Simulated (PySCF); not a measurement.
# Frontier orbitals and the lowest excitations

Species: C6H9BrO2.
Cartesian coordinates in Å at the PBE0-D3(BJ)/def2-SVP level; atoms count from 1:
```xyz
18
C6H9BrO2 angstrom
C      1.7526    0.1652   -0.1029
O      0.4489    0.3144    0.4028
C     -0.5571    0.0081   -0.4868
C     -0.6803    1.0340   -1.5686
O     -0.1773    2.1023   -1.5456
Br    -1.7106    0.5062   -3.1779
C     -0.8965   -1.4517   -0.6851
C     -1.7699   -0.6100    0.1838
C     -3.2067   -0.2867   -0.1177
H      1.9856    0.9279   -0.8649
H      2.4415    0.2939    0.7424
H      1.9058   -0.8386   -0.5396
H     -0.2052   -2.1520   -0.2094
H     -1.2800   -1.7526   -1.6625
H     -1.5425   -0.6935    1.2523
H     -3.4851    0.6958    0.2929
H     -3.8559   -1.0418    0.3513
H     -3.4197   -0.2809   -1.1939
```

Method used: TDDFT B3LYP/def2-SVPD, vertical, gas phase, core orbitals frozen in the response (PySCF). Relativistic effects, spin–orbit coupling among them, are left out although an element past zinc is present.

Kohn–Sham orbitals with the atoms that hold most of them (Löwdin shares over 4%, at most four atoms; ? is withheld):

```tsv
orbital	ε (eV)	atoms
HOMO-3	-8.30	Br6 76%, C4 9%, O5 8%
HOMO-2	-8.06	Br6 38%, C3 14%, O2 12%, C8 9%
HOMO-1	-7.95	?
HOMO	?	O2 28%, Br6 16%, O5 16%, C7 10%
LUMO	-1.57	?
LUMO+1	-0.67	Br6 54%, C4 27%, O5 9%, C3 4%
LUMO+2	0.33	C1 14%, C7 11%, Br6 10%, H13 9%
```

(1) Give the leading atoms of the HOMO-1.

(2) Which atoms hold the LUMO, and with what shares?

(3) What is the HOMO energy, and the HOMO–LUMO gap?

Results:

(1) Br6 (bonded to C) 40%; O2 (bonded to 2 C) 18%; O5 (bonded to C) 13%; C3 (bonded to 3 C and O) 6%. By element: bromine 40%, oxygen 31%, carbon 6% or more.

(2) C4 (bonded to Br, C and O) 39%; O5 (bonded to C) 31%; Br6 (bonded to C) 10%; C8 (bonded to 3 C and H) 6%. By element: carbon 45% or more, oxygen 31% or more, bromine 10%.

(3) ε(HOMO) = -7.71 eV; the gap is 6.13 eV (0.2253 hartree).

Problem. The HOMO–LUMO gap is 6.13 eV. Where does the response calculation put the lowest singlet, and from which orbitals?

Solution. S1 is at 4.74 eV (f = 0.0012), 1.39 eV below the gap, made of HOMO→LUMO (72%), HOMO-1→LUMO (19%). Without the coupling terms of the response equations the lowest excitation would equal the gap.

Next come S2 at 5.26 eV (f 0.0081), HOMO-1→LUMO (67%), HOMO-2→LUMO (19%), HOMO→LUMO (14%); S3 at 5.50 eV (f 0.048), HOMO-2→LUMO (68%), HOMO→LUMO (10%); S4 at 5.70 eV (f 0.0064), HOMO-3→LUMO (69%), HOMO→LUMO+1 (16%); S5 at 6.11 eV (f 0.038), HOMO-4→LUMO (62%), HOMO-2→LUMO+1 (14%).

On one thread, Arm Neoverse V2 (aarch64), shared host with 96 logical CPUs at a one-minute load of 23, this took 8.7 min wall and 1.1 GiB of memory at its peak.

One conformer stands for the species.
